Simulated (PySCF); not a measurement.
## Two-dimensional NMR puzzle

Compound of formula C8H11N. Correlations simulated from computed shifts and the bond graph:

HSQC (one-bond C–H):
| δH | δC |
| --- | --- |
| 6.75 | 123.2 |
| 6.38 | 111.7 |
| 2.06 | 18.7 |

COSY cross peaks (H two or three bonds apart, from the bond graph; peaks can be absent where the dihedral angle is near 90°):
| δH | δH |
| --- | --- |
| 6.75 | 6.38 |

HMBC (two and three bonds, from the bond graph):
| δH | δC |
| --- | --- |
| 6.75 | 137.8, 123.2, 112.7, 111.7, 18.7 |
| 6.38 | 123.2, 112.7 |
| 2.06 | 137.8, 123.2, 112.7 |

Carbons without hydrogens: δ 137.8, 112.7.

Single conformer, relativity neglected, in vacuum, equivalent nuclei averaged. Geometry from PBE0-D3(BJ)/def2-SVP; shieldings: GIAO KT2/pcSseg-1; PySCF.

Shifts are taken against calculated references (same method and geometry level): TMS for $^{1}$H (σref 31.18) and $^{13}$C (σref 183.22).

Exchangeable hydrogens are left out of these lists.

Which molecule is this?

Results:

SMILES Cc1cccc(C)c1N.

Structure with atom numbers: `[CH3:1][c:2]1[cH:3][cH:4][cH:5][c:6]([CH3:7])[c:8]1[NH2:9]`. Each H is labelled by its parent atom.

δC 137.8 is C8, an aromatic carbon bearing nitrogen. δC 123.2 is C3/C5, an aromatic CH (δH 6.75). δC 112.7 is C2/C6, a substituted aromatic carbon. δC 111.7 is C4, an aromatic CH (δH 6.38). δC 18.7 is C1/C7, a methyl carbon on an aromatic ring (δH 2.06). HMBC from δH 6.75 reaches the proton-free carbons C8, C2/C6. HMBC from δH 6.38 reaches the proton-free carbon C2/C6. HMBC from δH 2.06 reaches the proton-free carbons C8, C2/C6. COSY links 6.75–6.38.

The shifts were computed for this structure.

Exchangeable OH/NH protons stand at their gas-phase positions; hydrogen bonding in a real sample shifts them, mostly to higher δ. Shifts are as computed. Against solution values, carbons near 30 ppm lie about +2 ppm off and those near 130 ppm about -5 ppm. Of 1211 compounds with measured shifts, 218 miss one by over three times the rms of a fit or turn the order of signals round; such compounds aren't used in these exercises.
